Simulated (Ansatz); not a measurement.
`[F][Ge]([Cl])([Cl])[I]` + H₂ → `[F][GeH]([Cl])[I]` + HCl at 298.15 K and 1 bar (hydrogenolysis of a Ge–Cl bond).

Computed with Ansatz on PBE0-D4/def2-TZVP structures; ΔE is electronic, products minus reactants. CCSD(T)/CBS is the MP2 limit (def2-TZVPP, def2-QZVPP) plus CCSD(T) − MP2 in def2-TZVPP, frozen cores. This one scheme is used for every species. Elements past krypton have def2 core potentials. For Ge, I outer-core shells are correlated without core-valence functions, which leaves a few kJ/mol of doubt a bond. Scalar relativity is left out up to krypton.

```csv
species,CCSD(T)/CBS energy (Eh),H − E (kJ/mol),S (J/(mol·K))
`[F][Ge]([Cl])([Cl])[I]`,-3393.06114,37.1,379.0
H₂,-1.17544,35.1,130.4
`[F][GeH]([Cl])[I]`,-2933.83800,50.6,347.6
HCl,-460.38127,26.6,186.8
```

H − E and S are ideal-gas, rigid-rotor, harmonic terms from PBE0-D4/def2-TZVP, for one conformer and one mirror image of each species. The MP2-based limit puts H₂ 0.8 mEh under its directly extrapolated value; such offsets cancel only in part. 1 Eh = 2625.50 kJ/mol, R = 8.31446 J/(mol·K).

Problem. By hand: ΔE, ΔH, ΔS and ΔG.

Solution. ΔE = (-2933.83800) + (-460.38127) − (-3393.06114) − (-1.17544) = 0.01731 Eh = 45.4 kJ/mol. Δ(H − E) = 50.6 + 26.6 − 37.1 − 35.1 = 5.0, so ΔH = 50.4 kJ/mol. ΔS = 347.6 + 186.8 − 379.0 − 130.4 = 25.0 J/(mol·K). ΔG = 50.4 − 298.15 × (25.0)/1000 = 42.9 kJ/mol.

Problem. By hand: the equilibrium constant, and the temperature at which ΔG would vanish if ΔH and ΔS stayed fixed.

Solution. log₁₀ K = −ΔG/(RT ln 10) = -7.5. ΔG = 0 at ΔH/ΔS = 2016 K.

ΔH outweighs TΔS. A doubt of 5 kJ/mol in ΔE shifts log₁₀ K by 0.9 here. Other conformers and mirror images would add mixing entropy, several J/(mol·K) or more a flexible species. These are equilibria of isolated gas molecules and say nothing of rates. Largest T1 diagnostic: 0.010 (customary marks: 0.02 for closed shells, 0.045 for open ones).
